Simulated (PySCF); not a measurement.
**Continuum solvent and chemical shifts**

Bonds (- single, = double, # triple, : aromatic): C1-O2, O2-C3, C3-C4, C4-C5, C5-B6, B6-O7, B6-O8, C5-C9, C9-C3. C1 carries H10, H11, H12; C3 carries H13; C4 carries H14, H15; C5 carries H16; O7 carries H17; O8 carries H18; C9 carries H19, H20. Stereochemistry as in CO[C@H]1C[C@@H](B(O)O)C1. H14, H19 are cis to O2 on the ring; H15, H20 are trans to O2 on the ring.

GIAO PBE0/pcSseg-1 in PySCF 2.14 on one PBE0-D3(BJ)/def2-SVP conformer, non-relativistic, equivalent nuclei averaged. Solvents enter as an IEF-PCM continuum (chloroform with ε = 4.7, dimethylsulfoxide with ε = 46.8) around the gas-phase geometry. Shifts are referred to TMS, BF3·OEt2 computed in the same medium.

Gas phase, δ in ppm: C3 73.0, C1 54.8, C4/C9 32.8, C5 10.9, B6 31.9, H17/H18 3.66, H13 3.42, H10/H11/H12 3.10, H15/H20 2.08, H14/H19 1.62, H16 1.06. Dipole moment 0.95 D.

**Question.** How does each δ change in the continuum?

**Answer.** 
```csv
atoms,environment,"Δδ, chloroform","Δδ, dimethylsulfoxide"
C3,sp3 CH bonded to O,+0.4,+0.5
C1,methyl carbon bonded to O,+0.6,+0.9
C4/C9,sp3 CH2 in a ring,+0.6,+1.0
C5,sp3 CH bonded to B,+0.4,+0.6
B6,"boron bonded to C, 2 O",+0.7,+0.9
H17/H18,hydrogen on an oxygen bonded to B,+0.52,+0.74
H13,hydrogen on an sp3 CH bonded to O,+0.10,+0.16
H10/H11/H12,hydrogen on a methyl carbon bonded to O,+0.06,+0.09
H15/H20,hydrogen on an sp3 CH2 in a ring,+0.06,+0.09
H14/H19,hydrogen on an sp3 CH2 in a ring,-0.04,-0.09
H16,hydrogen on an sp3 CH bonded to B,+0.11,+0.17
```

Changes are relative to the gas phase. The dipole moment becomes 1.21 D in chloroform, 1.37 D in dimethylsulfoxide.

**Question.** Which of the listed nuclei move most (in ppm), and what does the model miss? (N and O are left out, as their reference compounds move with the solvent too.)

**Answer.** C1 (methyl carbon bonded to O, +0.9 ppm) and C4/C9 (sp3 CH2 in a ring, +1.0 ppm) and B6 (boron bonded to C, 2 O, +0.9 ppm) in dimethylsulfoxide. A continuum only polarises the solute; specific hydrogen bonds, the anisotropy of aromatic solvents and changes of geometry or conformer are outside it.
